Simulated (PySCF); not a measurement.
The numbers are results of ωB97X-D3(BJ)/def2-TZVP // B3LYP-D3(BJ)/def2-SVP (PySCF 2.14.0), not measurements. Isolated molecules, 0 K electronic values unless said otherwise. One relaxed conformer stands for a flexible species; it need not be the lowest. Delta-SCF ions had no search for a lower state. Excitations are Tamm–Dancoff values on a coarser integration grid. The basis has no diffuse functions, so Rydberg states are missing or too high.

Reference species (SMILES): `C=C(S)c1ccc([SiH3])cc1` (C–C–S–H torsion -11°, S–C–C–C torsion -38°) (neutral, multiplicity 1).

```yaml
vertical electron affinity (Delta-SCF): -0.22 eV
vertical ionisation energy (Delta-SCF): 8.40 eV
S1–T1 gap (TDA): 1.78 eV
```

After one change: the vertical electron affinity (Delta-SCF) increases by 0.19 eV; the vertical ionisation energy (Delta-SCF) stays essentially unchanged; the S1–T1 gap (TDA) falls by 0.18 eV.

### Question
Name the change that produced these shifts. The new species is one of these.
(A) `C=Cc1c([SiH3])cccc1S` (C–C–C–C torsion -133°, C–C–S–H torsion 16°)
(B) `C=C([SiH3])c1ccc(S)cc1` (Si–C–C–C torsion -148°, C–C–S–H torsion -2°)
(C) `C=Cc1ccc(S)c([SiH3])c1` (C–C–C–C torsion 0°, C–C–S–H torsion -24°)
(D) `C=Cc1ccc([SiH3])c(S)c1` (C–C–C–C torsion 1°, C–C–S–H torsion -147°)

### Answer
D, `C=Cc1ccc([SiH3])c(S)c1` (C–C–C–C torsion 1°, C–C–S–H torsion -147°)
